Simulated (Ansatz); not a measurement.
**Ligand exchange: GaH(CH3)F + BH(CH3)(SH) → GaH(CH3)(SH) + BH(CH3)F**

Species: GaH(CH3)F, singlet; BH(CH3)(SH), singlet; GaH(CH3)(SH), singlet; BH(CH3)F, singlet. The partners trade F for SH: Ga–F and B–SH bonds give way to Ga–SH and B–F.

Shapes, held fixed at every level: PBE0-D4/def2-TZVP. Flexible molecules stand in one conformer, not always the lowest. Programs: Ansatz 0.2.0. Electronic energies: no zero-point or thermal term.

| level | kind | ΔE (kJ/mol) | less CCSD(T)/def2-TZVPP |
| --- | --- | --- | --- |
| HF/def2-SVP | Hartree–Fock | -63.9 | -9.3 |
| HF/def2-TZVPP | Hartree–Fock | -64.7 | -10.1 |
| PBE-D4/def2-TZVPP | GGA | -48.9 | +5.7 |
| wB97X-V/def2-TZVPP | range-separated hybrid | -51.2 | +3.4 |
| B2PLYP/def2-TZVPP | double hybrid | -52.9 | +1.7 |
| MP2/def2-SVP | perturbation theory | -51.0 | +3.6 |
| CCSD(T)/def2-TZVPP | coupled cluster or CI | -54.6 | 0.0 |

The highest level, CCSD(T)/def2-TZVPP, gives ΔE = -54.6 kJ/mol; the levels span -64.7 to -48.9. The column of differences is taken from that level and isn't an error. No measured value is set beside it here. Relativity is left out for Ga. Outer-core shells of Ga are correlated, in sets that cover them unevenly.
